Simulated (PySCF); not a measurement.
**Excitation energy of Be by level of theory**

Be [He] 2s2 (1S) → Be [He] 2p2 (3P), as a difference of total energies. Computed with PySCF 2.14 in aug-cc-pVTZ (5s4p3d2f, 46 functions), with the non-relativistic Hamiltonian (point nucleus). Correlated levels: valence: 1s2 frozen. The calculations carry no spin-orbit coupling.

| method | excitation energy (eV) | error (eV) |
| --- | --- | --- |
| UHF | 6.446 | -0.955 |
| LDA | 5.969 | -1.432 |
| PBE | 5.942 | -1.459 |
| PBE0 | 6.227 | -1.174 |
| r2SCAN | 6.054 | -1.347 |
| B3LYP | 6.321 | -1.080 |
| BHandHLYP | 6.701 | -0.700 |
| MN15 | 6.418 | -0.983 |
| M06-2X | 6.743 | -0.658 |
| MP2 (valence) | 7.053 | -0.348 |
| SCS-MP2 (valence) | 7.317 | -0.084 |

Reference: 7.401 eV (measured; NIST levels, between the centres of gravity of the two terms).

Errors of the correlated levels include the incompleteness of this basis and the frozen core.
